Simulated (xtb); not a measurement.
1,1-dichlorocyclopropane (C₃H₄Cl₂), SMILES ClC1(CC1)Cl. All values are semi-empirical tight-binding results from xtb (GFN2-xTB unless named), good for trends rather than for accurate numbers. Geometry: GFN2-xTB.

Computed properties:
```
Quantity                                       Result
--------------------------------------  -------------
point group as xtb finds it                       C2v
orbital gap                                   5.90 eV
dipole moment                                  2.13 D
zero-point energy                       38.5 kcal/mol
G − E(el) at 298.15 K (modified RRHO)   20.4 kcal/mol
static polarisability (D4 model)           59.5 bohr³
solvation energy, GFN2-xTB/ALPB(water)  -2.6 kcal/mol
solvation energy, GFN2-xTB/ALPB(dmf)    -5.5 kcal/mol
```
